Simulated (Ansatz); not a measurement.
F₆Nb (SMILES [F][Nb-]([F])([F])([F])([F])[F]), charge -1, singlet (typed; the unrestricted solution is spin-contaminated), at a GFN2-xTB geometry (such geometries of metal compounds can be far from the true shape) (core potentials on Nb) (a gas-phase anion, which may not be bound at this level), with bond 7-1 at 3.0 times its length; Ansatz (a first-principles code) with PBE0/def2-SVP.

The Ansatz input:
Ansatz 0.2 input:
```yaml
crystal:
  periodic: [false, false, false]
  atoms:
    - {symbol: Nb, position_ang: [0.00000000, 0.00000000, -0.00000000]}
    - {symbol: F, position_ang: [1.11527446, -0.47737769, -1.40718583]}
    - {symbol: F, position_ang: [-1.11527446, 0.47737769, 1.40718583]}
    - {symbol: F, position_ang: [-1.17152260, 0.79987238, -1.19984896]}
    - {symbol: F, position_ang: [-0.91410953, -1.60754884, -0.17913416]}
    - {symbol: F, position_ang: [0.91410953, 1.60754884, 0.17913416]}
    - {symbol: F, position_ang: [3.51456780, -2.39961714, 3.59954688]}
basis:
  gaussian:
    orbitals: def2-SVP
hamiltonian:
  xc: pbe0
total_charge: -1
scf: {lower_state_search: off}
magnetization: {spin_polarized: true}
```

The log (banner, timings and long lists left out):

```
Functional definition: PBE0
these checks for a lower state are left out or cut short: stability, starts, cluster_reference, orbital_swaps, neighbouring_geometries, increment
1083 factors; integrals over basis functions are off by at most 9.7e-4 eV
mean field evaluation 1: about -17821.3131 eV, gradient 4.4e1 eV
mean field evaluation 2: about -17328.2013 eV, gradient 1.7e2 eV
mean field evaluation 4: about -17826.9790 eV, gradient 2.3e1 eV
mean field evaluation 8: about -17827.1271 eV, gradient 2.3e1 eV
mean field evaluation 16: about -17829.7504 eV, gradient 2.7e-1 eV
mean field evaluation 32: about -17830.2562 eV, gradient 8.4e-2 eV
mean field -17830.26214155 eV, -655.2500479162 hartree, gradient 2.3e-6 eV, S^2 0.466965; 0 other end points of the search recorded, 0 dependent functions left out
reference -17830.26219643 eV, -655.2500499329 hartree; 34, 34 occupied and 81, 81 virtual orbitals, 1083 factors
Total energy: -17830.26219643 eV, -655.2500499329 hartree
Checks for a lower state left out: stability, starts, cluster_reference, orbital_swaps, neighbouring_geometries, increment
```
